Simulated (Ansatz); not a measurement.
`C[O][Sn][Br]` + `CC[SiH2]N` → `C[CH2][Sn][Br]` + `CO[SiH2]N`  (redistribution)

Computed with Ansatz on PBE0-D4/def2-TZVP structures; ΔE is electronic, products minus reactants. CCSD(T)/CBS is the MP2 limit (def2-TZVPP, def2-QZVPP) plus CCSD(T) − MP2 in def2-TZVPP, frozen cores. This one scheme is used for every species. DFT in def2-TZVPP. B3LYP here is the variant with VWN-RPA as its local correlation; programs differ in this. def2 core potentials past Kr. For Br, Sn outer-core shells are correlated without core-valence functions, which leaves a few kJ/mol of doubt a bond. Scalar relativity is left out up to krypton. Each species was taken in one conformer, which may not be the lowest.

| level | ΔE (kJ/mol) | difference from CCSD(T)/CBS |
| --- | --- | --- |
| r2SCAN-D4 | 2.3 | 8.4 |
| ωB97M-V | -6.1 | 0.0 |
| r2SCAN | 2.4 | 8.5 |
| PBE0 | -1.7 | 4.4 |
| B3LYP | -0.1 | 6.0 |
| HF/def2-TZVPP | -21.0 | -14.9 |
| CCSD/def2-TZVPP | -14.0 | -7.9 |
| MP2/def2-QZVPP | -7.4 | -1.3 |
| SCS-MP2/def2-QZVPP | -8.3 | -2.2 |
| CCSD/CBS(def2) | -9.4 | -3.3 |
| CCSD(T)/CBS | -6.1 | 0 |

Largest T1 diagnostic among the species: 0.015.

From PBE to PBE0 (25 % exact exchange), in def2-TZVPP and without D4, ΔE moves by −10.5 kJ/mol. In def2-TZVPP, CCSD(T) changes the Hartree–Fock value by +10.3 kJ/mol (the triples alone add +3.3 kJ/mol) and MP2 by +10.7 kJ/mol.
